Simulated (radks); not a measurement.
Values are calculated unless marked as measured or tabulated.
Q: Valence configurations of Ti2+ (all share [Ar]). Level of theory: non-relativistic Kohn-Sham, PBE, spin-unpolarised, spherical densities, point nucleus (a radial shooting solver on a logarithmic mesh with Libxc functionals). Order these by energy: 3d0.5 4s0.5 4p1; 3d1.5 4s0.5; 3d2; 3d1 4p1; 3d1.5 4p0.5; 4p2; 3d1 4s1.

A: From the lowest, in eV above it: 3d2 0.000; 3d1.5 4s0.5 1.866; 3d1.5 4p0.5 4.136; 3d1 4s1 4.516; 3d1 4p1 9.260; 3d0.5 4s0.5 4p1 12.991; 4p2 22.897. NIST lists [Ar] 3d2 as the ground configuration; this level of theory agrees among the configurations tried. The energies are those of spherical spin-averaged densities, not of single terms.
